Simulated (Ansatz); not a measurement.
`[F][Ga]([F])[SH]` → `[F][Ga][F]`• + `[SH]`•  (homolysis of the Ga–S bond)

Program: Ansatz. Geometries: PBE0-D4/def2-TZVP. ΔE: electronic, gas phase. CBS: MP2 limit from def2 TZ/QZ plus the TZ coupled-cluster correction, frozen cores. This one scheme is used for every species. DFT in def2-TZVPP. No spin–orbit coupling; open shells (•) take unrestricted orbitals. For Ga outer-core shells are correlated without core-valence functions, which leaves a few kJ/mol of doubt a bond. Scalar relativity is left out up to krypton. One conformer a species, not always the lowest.

```csv
species,BHLYP energy (Eh)
`[F][Ga]([F])[SH]`,-2523.46395
`[F][Ga][F]`•,-2124.58313
`[SH]`•,-398.75607
```

**Question.** Work out ΔE.

**Answer.** ΔE = (-2124.58313) + (-398.75607) − (-2523.46395) = 0.12475 Eh = +78.3 kcal/mol. CCSD(T)/CBS gives +88.2 kcal/mol.

Largest T1 diagnostic among the species: 0.017.

From PBE to PBE0 (25 % exact exchange), in def2-TZVPP and without D4, ΔE moves by +0.9 kcal/mol. Leaving LDA and LC-ωPBE aside and taking each functional with its dispersion term where it has one, the values, not all of them listed here, spread over 8.2 kcal/mol, from BLYP-D4 to PBE-QIDH. LDA lies +14.3 kcal/mol from PBE without D4, its usual overbinding. At CCSD(T), def2-SVP lies −5.9 kcal/mol from the extrapolated value and def2-TZVPP −3.6 kcal/mol: correlation converges slowly with the basis, and small sets miss more of it in the bonded molecule than in its fragments.
